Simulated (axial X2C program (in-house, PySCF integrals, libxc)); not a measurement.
**Which molecule has these constants?**

All values come from calculations with an axial X2C code built on PySCF integrals, spin-free (one-electron X2C) or two-component (2c: spin–orbit coupling with atomic mean-field Coulomb and Gaunt terms, which also bring small scalar terms), in Dyall basis sets with cores contracted in-house; open shells are unrestricted.

A two-component PBE0 calculation in a Dyall 3-zeta basis gave Re = 2.631 Å, ωe = 227.6 cm⁻¹, De = 1.53 eV, Ω = 1/2.

Question: Which molecule is it?
A. F₂⁻
B. Br₂⁻
C. Cl₂⁻

Answer: C. The others have Br₂⁻ 2.876 Å and 140.0 cm⁻¹ (Ω = 1/2); F₂⁻ 1.977 Å and 378.1 cm⁻¹ (Ω = 1/2).

Each entry is the lowest single determinant of a limited PBE0 search at one distance. De goes to single-determinant-based atoms at the same level (for ions the charge split of lowest energy) and is withheld (n/a) where an atom does not fit its ground term or J level. Main or longest-lived isotopes. Some light 2c atoms are not at their ground J level, so De misses part of their lowering (0.04 eV or less). The functionals have no current term, which raises determinants with orbital currents.
